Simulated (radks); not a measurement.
Values are calculated unless marked as measured or tabulated.
Question: Neutral samarium: order these configurations by energy. Level of theory: scalar-relativistic Kohn-Sham, LDA (Slater exchange, Perdew-Wang correlation), spin-polarised, spherical densities, finite nucleus; Fermi nuclear charge, rms radius of each element as measured or else 0.836 A^(1/3) + 0.57 fm (a radial shooting solver on a logarithmic mesh with Libxc functionals). Open shells are filled with parallel spins first. [Xe] 4f5 5d1 6s2; [Xe] 4f5 6s2 6p1; [Xe] 4f6 5d1 6s1; [Xe] 4f6 6s1 6p1; [Xe] 4f6 6s2.

Answer: From the lowest, in eV above it: [Xe] 4f6 6s2 0.000; [Xe] 4f6 5d1 6s1 1.289; [Xe] 4f6 6s1 6p1 1.923; [Xe] 4f5 5d1 6s2 3.939; [Xe] 4f5 6s2 6p1 6.272.
